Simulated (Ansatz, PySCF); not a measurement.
Complex: CHN (SMILES C#N) (first 3 atoms) with H4OSi (SMILES O[SiH3]); geometry from B3LYP-D3(BJ)/def2-TZVP.
(charge 0, multiplicity 1):
```xyz
9

C      0.57627     1.53752    -0.61858
N      0.60171     1.15180     0.45781
H      0.55290     1.89771    -1.62295
O      0.66343     0.15262     3.24848
Si    -0.53799    -0.89346     3.64609
H      0.68347     0.50457     2.34727
H     -1.88665    -0.28612     3.49680
H     -0.32688    -1.26235     5.06211
H     -0.51199    -2.12471     2.81343
```

Basis-set superposition error: the interaction energy with monomers in their own basis, and in the dimer's basis (counterpoise).

Programs: Ansatz (Gaussian orbitals); PySCF for 6-31G* rows, M06-2X. Each number belongs to the level named beside it.

```json
[
 {"level": "HF/6-31G*", "uncorrected (kcal/mol)": "-4.50", "counterpoise (kcal/mol)": "-3.69", "difference": "0.80"},
 {"level": "SVWN5/def2-TZVPPD", "uncorrected (kcal/mol)": "-8.12", "counterpoise (kcal/mol)": "-7.96", "difference": "0.16"},
 {"level": "BLYP/def2-TZVPPD", "uncorrected (kcal/mol)": "-4.37", "counterpoise (kcal/mol)": "-4.23", "difference": "0.13"},
 {"level": "r2SCAN/def2-TZVPPD", "uncorrected (kcal/mol)": "-5.25", "counterpoise (kcal/mol)": "-5.17", "difference": "0.08"},
 {"level": "B3LYP/def2-TZVPPD", "uncorrected (kcal/mol)": "-4.72", "counterpoise (kcal/mol)": "-4.61", "difference": "0.11"},
 {"level": "PBE0/def2-TZVPPD", "uncorrected (kcal/mol)": "-5.17", "counterpoise (kcal/mol)": "-5.09", "difference": "0.09"},
 {"level": "BHLYP/def2-TZVPPD", "uncorrected (kcal/mol)": "-5.00", "counterpoise (kcal/mol)": "-4.92", "difference": "0.07"},
 {"level": "M06-2X/def2-TZVPPD", "uncorrected (kcal/mol)": "-5.11", "counterpoise (kcal/mol)": "-5.02", "difference": "0.10"},
 {"level": "MP2/6-31G*", "uncorrected (kcal/mol)": "-6.54", "counterpoise (kcal/mol)": "-4.89", "difference": "1.66"},
 {"level": "MP2/aug-cc-pV(D+d)Z", "uncorrected (kcal/mol)": "-6.39", "counterpoise (kcal/mol)": "-5.21", "difference": "1.19"}
]
```

The error is largest for MP2/6-31G* (1.66 kcal/mol) and smallest for BHLYP/def2-TZVPPD (0.07 kcal/mol).

Ansatz is a first-principles code.
